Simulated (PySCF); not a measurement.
A calculated (PBE0, PySCF 2.14, x2c-SVPall, the spin-free X2C one-electron Hamiltonian (Gaussian nucleus)) atom or ion has these occupied shells.

```csv
shell,electrons,orbital energy (eV),"rms radius, mean of both spins (bohr)"
1s α,1,-297.51,0.313
1s β,1,-296.97,0.313
2s α,1,-27.907,1.62
2s β,1,-26.017,1.62
2p α,1,-19.900,1.66
```

Name the element and its charge.

C⁺ (carbon, charge +1), in [He] 2s2 2p1, 2P determinant.
